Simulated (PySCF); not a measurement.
# Deuteron quadrupole couplings in `C#CC(=O)O[SiH2]C=O`

Species: C4H4O3Si.
Structure used (GFN2-xTB), in Å, numbered top down from 1:
```xyz
12
C4H4O3Si angstrom
C      3.4604    0.0728    0.6274
C      2.3737   -0.3686    0.3733
C      1.0753   -0.9070    0.0622
O      0.8625   -2.0528   -0.2250
O      0.1187    0.0195    0.1272
Si    -1.4678   -0.3417   -0.1986
C     -2.2488    1.3833    0.0994
O     -3.4212    1.6038   -0.0543
H      4.4128    0.4571    0.8510
H     -1.9722   -1.3163    0.7600
H     -1.6117   -0.7587   -1.5870
H     -1.5806    2.2078    0.4325
```

Level: PBE0/pcSseg-1 (PySCF, non-relativistic); Q(2H) = 0.00286 b; rigid geometry, the same for H and D, with no vibrational averaging.

Problem. Rank these positions by the coupling χzz of a deuteron there, largest first.
A. H9 (alkyne hydrogen)
B. H12 (formyl hydrogen)
C. H10 (Si–H hydrogen)

Solution. A (260 kHz), B (177 kHz), C (109 kHz).

Problem. What are Vzz, η and χzz (234.96 MHz × Q × Vzz) at all hydrogens?

Solution. 
```tsv
atom	bonded to	bond length (Å)	Vzz (au)	η	χzz (kHz)
H9	C1	1.051	0.3873	0.02	260
H10	Si6	1.457	0.1625	0.04	109
H11	Si6	1.457	0.1627	0.04	109
H12	C7	1.112	0.2628	0.01	177
```

Problem. Average by the element that carries the hydrogen.

Solution. on C: 218 kHz over 2 positions, mean bond length 1.082 Å; on Si: 109 kHz over 2 positions, mean bond length 1.457 Å.

One conformer (not necessarily the lowest) at the GFN2-xTB geometry, without solvent, vibrations or thermal averaging. GFN2-xTB bond lengths can be off by several hundredths of an ångström, more for odd bonds, and the gradients follow them. With a basis this small, the couplings can be 20 % off.
